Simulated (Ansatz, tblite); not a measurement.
Isomers of Cu₆P⁻ (singlet), found by a short tight-binding search and relaxed with PBE0-D4/def2-SVPD in Ansatz.

The xTB rows come from tblite. LC-ωPBE has ω = 0.4 bohr⁻¹. B3LYP takes the VWN-RPA correlation. Correlated methods freeze 59 core orbitals.

Run but left out: HF/STO-3G (A: restricted singlet, unstable in another Hartree–Fock run and untested here); HF/def2-SVPD, MP2/def2-SVPD (A: restricted singlet, unstable towards broken spin symmetry).

A: The restricted singlet is unstable towards broken spin symmetry in Hartree–Fock (as tested in another run); at LDA (SPW92)/def2-TZVPD, PBE-D4/def2-TZVPD, r2SCAN-D4/def2-TZVPD, B3LYP-D4/def2-TZVPD and others this wasn't settled. B: The restricted singlet is unstable towards broken spin symmetry in Hartree–Fock (as tested in another run); at LDA (SPW92)/def2-TZVPD, PBE-D4/def2-TZVPD, r2SCAN-D4/def2-TZVPD, B3LYP-D4/def2-TZVPD and others this wasn't settled.

Other spin states weren't relaxed.

A:

```xyz
7

P    -0.318    1.942    1.174
Cu    1.301    1.144   -0.124
Cu   -0.029   -0.418    1.150
Cu    2.199   -1.124   -0.150
Cu   -1.825   -1.613   -0.428
Cu    0.179   -0.733   -1.303
Cu   -1.507    0.802   -0.319
```

B:

Cartesian coordinates in Å:
```
P -1.797 -1.511 -0.251
Cu 1.600 0.219 2.322
Cu -0.372 -0.768 1.308
Cu 0.313 -1.559 -0.960
Cu 0.345 2.350 -1.535
Cu 1.025 0.777 0.095
Cu -1.114 0.492 -0.979
```

Task: Estimate their order by electronic energy at PBE0-D4/def2-TZVPD, counted from the lowest.

Result: B (0.00) < A (0.09), in eV.

Task: Do the other levels pick the same lowest one?

Result: Not GFN1-xTB, LDA (SPW92)/def2-TZVPD, r2SCAN-D4/def2-TZVPD, RPA@PBE/def2-SVPD. Energies above each level's lowest (eV):

| level | A | B |
| --- | --- | --- |
| GFN1-xTB | 0.00 | 0.02 |
| GFN2-xTB | 0.70 | 0.00 |
| LDA (SPW92)/def2-TZVPD | 0.00 | 0.11 |
| PBE-D4/def2-TZVPD | 0.01 | 0.00 |
| r2SCAN-D4/def2-TZVPD | 0.00 | 0.04 |
| B3LYP-D4/def2-TZVPD | 0.20 | 0.00 |
| PBE0-D4/def2-TZVPD | 0.09 | 0.00 |
| LC-ωPBE/def2-TZVPD | 0.15 | 0.00 |
| RPA@PBE/def2-SVPD | 0.00 | 0.09 |
Point groups (tolerance 0.1 Å): A Cs, B Cs. Lower isomers may exist.
